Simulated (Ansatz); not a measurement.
Single points on GaGe9H18⁻, a doped cluster cut from the lattice of germanium (Ga on a surface site).

```yaml
crystal:
  periodic: [false, false, false]
  atoms:
    - {symbol: Ge, position_ang: [-2.123141, 0.659896, 2.096617]}
    - {symbol: Ge, position_ang: [-2.202259, 3.546320, -0.747032]}
    - {symbol: Ge, position_ang: [0.661019, -2.126158, 2.093630]}
    - {symbol: Ge, position_ang: [3.545794, -2.204424, -0.751638]}
    - {symbol: Ga, position_ang: [0.868252, 0.868119, -0.749891]}
    - {symbol: Ge, position_ang: [-0.592848, -0.593464, 0.640199]}
    - {symbol: Ge, position_ang: [-0.695681, 2.194327, -2.141493]}
    - {symbol: Ge, position_ang: [-3.540731, 2.137336, 0.745697]}
    - {symbol: Ge, position_ang: [2.191228, -0.697228, -2.142980]}
    - {symbol: Ge, position_ang: [2.137266, -3.543551, 0.741203]}
    - {symbol: H, position_ang: [-3.045166, -0.216430, 3.013415]}
    - {symbol: H, position_ang: [-1.316280, 1.575458, 3.073413]}
    - {symbol: H, position_ang: [-3.186301, 4.477756, -1.538486]}
    - {symbol: H, position_ang: [-1.392715, 4.513188, 0.180053]}
    - {symbol: H, position_ang: [-0.215920, -3.048416, 3.009820]}
    - {symbol: H, position_ang: [1.577039, -1.320657, 3.071635]}
    - {symbol: H, position_ang: [4.475732, -3.187905, -1.545160]}
    - {symbol: H, position_ang: [4.514590, -1.395681, 0.174168]}
    - {symbol: H, position_ang: [1.783724, 1.783216, 0.180899]}
    - {symbol: H, position_ang: [-1.554264, -1.553474, -0.146979]}
    - {symbol: H, position_ang: [-1.688650, 1.364387, -3.028732]}
    - {symbol: H, position_ang: [-0.085562, 3.235685, -3.150762]}
    - {symbol: H, position_ang: [-4.498660, 1.252693, -0.116935]}
    - {symbol: H, position_ang: [-4.482956, 3.006145, 1.648957]}
    - {symbol: H, position_ang: [1.357479, -1.690260, -3.027629]}
    - {symbol: H, position_ang: [3.229836, -0.088307, -3.154919]}
    - {symbol: H, position_ang: [1.251071, -4.499838, -0.122125]}
    - {symbol: H, position_ang: [3.005304, -4.487534, 1.642757]}
basis:
  gaussian: {orbitals: def2-SVP, fitting: {mean_field: def2-universal-jkfit}, initial_orbitals: start.molden}
total_charge: -1
hamiltonian: {xc: pbe0, dispersion: d4}
scf: {omitted_lower_state_checks: [starts]}
output: {orbitals: {seedname: orbitals}}
```

The file start.molden holds the orbitals of an earlier run on this structure, at another level or in another basis.

```sh
$ ansatz run in.yaml --threads 2 --pin off --events-out ev --progress --plain --max-ram 32768MiB --backend cuda --devices 0, --max-vram 18GiB
```

Output, abridged:

```
Functional definition: PBE0
  name "PBE0"
  cite "Adamo & Barone, J. Chem. Phys. 110, 6158 (1999) doi:10.1063/1.478522"
  cite "Perdew, Burke & Ernzerhof, Phys. Rev. Lett. 77, 3865 (1996) doi:10.1103/PhysRevLett.77.3865"
  parent pbe
  parameter a = 0.25
  parameter kappa = 0.804
  parameter beta = 0.06672455060314922
  exchange = (1 - a)*pbe_x(kappa = kappa, mu = beta*pi^2/3) + a*exact_x
  correlation = pbe_c(beta = beta)
these checks for a lower state are left out or cut short: starts
2984 factors; integrals over basis functions are off by at most 3.5e-1 eV
mean field evaluation 1: about -561200.4790 eV, gradient 6.4e0 eV
mean field evaluation 2: about -561200.5418 eV, gradient 6.5e-2 eV
mean field evaluation 4: about -561200.5230 eV, gradient 3.3e-5 eV
mean field -561200.52297238 eV, -20623.7388238581 hartree, gradient 3.6e-5 eV, S^2 0.000000; 0 other end points of the search recorded, 0 dependent functions left out
reference -561200.52303285 eV, -20623.7388260804 hartree; 169, 169 occupied and 241, 241 virtual orbitals, 2984 factors
Total energy: -561201.67145668 eV, -20623.7810298775 hartree
Checks for a lower state left out: starts
```

Run time 3.4 s (2 threads of AMD EPYC 7R13 on a shared host and a share (18 GiB) of an NVIDIA H100 80GB HBM3).

Geometry: PBE-D4/def2-SVP.

Single mean-field runs in def2-SVP are fitted with def2-universal-jkfit.
